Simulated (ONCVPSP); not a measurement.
Os: one change to an ONCV potential, before and after

osmium (Os), optimised norm-conserving Vanderbilt (ONCV), made with ONCVPSP 4.0.1 (revPBE, fully relativistic). Core [Kr] 4d10 4f14, reference 5s2 5p6 5d6 6s1.75 6p0.25. Waves: 5s+6s: rc 1.70 bohr, ncon 4, nbas 8, qcut 7.4 1/bohr, 2 projectors; 5p+6p: rc 1.55 bohr, ncon 4, nbas 9, qcut 10.5 1/bohr, 2 projectors; 5d: rc 2.40 bohr, ncon 4, nbas 8, qcut 6.6 1/bohr, 2 projectors, debl 0.9 Ha. Local part: polynomial inside 1.05 bohr (lpopt 5, dvloc0 0 Ha). Core correction: Teter function, fcfact 2.75, rcfact 1.7.

Open shells are filled in proportion to 2j + 1.

All-electron outer shells of the reference configuration (revPBE, scalar-relativistic, ld1.x):

| shell | level (eV) | outermost node (bohr) | outermost maximum (bohr) |
| --- | --- | --- | --- |
| 4d | -273.31 | 0.21 | 0.44 |
| 5s | -91.98 | 0.51 | 0.91 |
| 4f | -52.40 | – | 0.40 |
| 5p | -51.28 | 0.55 | 1.03 |
| 5d | -6.66 | 0.60 | 1.36 |
| 6s | -6.42 | 1.20 | 2.48 |
| 6p | -1.47 | 1.44 | 3.51 |

Change: local potential polynomial inside 1.05 bohr (lpopt 5, dvloc0 2 Ha).

Cutoffs: the cutoffs (Ha) at which the residual kinetic energy of the hardest occupied pseudo-wave falls to 1 and 0.1 mHa per electron; they do not see the model core or the augmentation charge, which bear on the density cutoff. Errors are all-electron minus pseudo energies relative to the spin-unpolarised reference configuration.

Problem. How do hardness, ghosts and transferability respond?

Solution. The potential gets neither clearly harder nor softer (33 Ha and 39 Ha → 33 Ha and 39 Ha); the errors of the 3 common tests hardly move; the range in which the s phases agree widens (upper end 2.1 → 3.2); neither file shows a bound ghost.

| quantity | base | changed |
| --- | --- | --- |
| cutoff, loose | 33 Ha | 33 Ha |
| cutoff, tight | 39 Ha | 39 Ha |
| bound ghosts | none | none |
| GHOST(+) flags under 300 eV | s at 63.2 eV, d5/2 at 127.4 eV | s at 94.3 eV, d5/2 at 160.6 eV |
| tests with a reliable result | 3 of 4 | 3 of 4 |
| error for 5s2 5p6 5d6 6s2 6p0, meV [ΔE -1.21 eV] | -0.1 | -0.1 |
| error for 5s2 5p6 5d6 6s1 6p0, meV [ΔE 8.29 eV] | -1.7 | -1.7 |
| error for 5s2 5p5 5d6 6s2 6p0, meV [ΔE 56.41 eV] | -79 | -79 |
| s: phases at 1.73 bohr within 0.05 rad from the reference energy up to (Ha; the scan ends near 5) | 2.1 | 3.2 |
| p3/2: phases at 1.57 bohr within 0.05 rad from the reference energy up to (Ha; the scan ends near 5) | to the end of the scan | to the end of the scan |
| p1/2: phases at 1.57 bohr within 0.05 rad from the reference energy up to (Ha; the scan ends near 5) | to the end of the scan | to the end of the scan |
| d5/2: phases at 2.43 bohr within 0.05 rad from the reference energy up to (Ha; the scan ends near 5) | 4.4 | 4.8 |
| d3/2: phases at 2.43 bohr within 0.05 rad from the reference energy up to (Ha; the scan ends near 5) | to the end of the scan | to the end of the scan |
| rms error of d²Exc/dni dnj with the model core, mHa | 2.14 | 2.14 |
